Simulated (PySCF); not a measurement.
C5H6O2, SMILES Cc1coc(O)c1. Atoms are numbered in the order given.

```xyz
13

C      0.4433    -2.5637     0.0000
C      0.0710    -1.1132     0.0000
C     -1.1854    -0.5791     0.0000
O     -1.1229     0.7974     0.0000
C      0.1784     1.1251     0.0000
O      0.3992     2.4498     0.0000
C      0.9783     0.0123     0.0000
H      1.0447    -2.8209    -0.8878
H     -0.4519    -3.2025     0.0000
H      1.0447    -2.8209     0.8878
H     -2.1842    -1.0033     0.0000
H      1.3563     2.5965     0.0000
H      2.0657    -0.0139     0.0000
```

Geometry optimised at TPSSh-D3(BJ)/def2-SVP. Other conformers were not sampled.

Two levels are set side by side: PBE/pcSseg-1 (PySCF) and PBE0/pcSseg-1 (PySCF). GIAO shifts against H2O (¹⁷O), TMS (¹H), TMS (¹³C) at the same level; non-relativistic, no solvent, atoms listed together averaged. Differences are taken from unrounded values.

```tsv
quantity	PBE0	PBE	PBE minus PBE0
δ(¹³C) of C1 (ppm)	14.9	15.3	0.4
δ(¹³C) of C2 (ppm)	130.3	128.4	-1.9
δ(¹³C) of C3 (ppm)	135.5	132.8	-2.7
δ(¹⁷O) of O4 (ppm)	282.2	288.8	6.6
δ(¹³C) of C5 (ppm)	168.1	165.9	-2.2
δ(¹⁷O) of O6 (ppm)	114.4	123.4	9.0
δ(¹³C) of C7 (ppm)	87.6	86.3	-1.3
δ(¹H) of H11 (ppm)	6.96	6.82	-0.14
δ(¹H) of H12 (ppm)	4.43	4.28	-0.15
δ(¹H) of H13 (ppm)	5.32	5.20	-0.12
```

Rough cost on one machine, each run with all the roots and properties that it gave: PBE0 against PBE within a factor of 2.
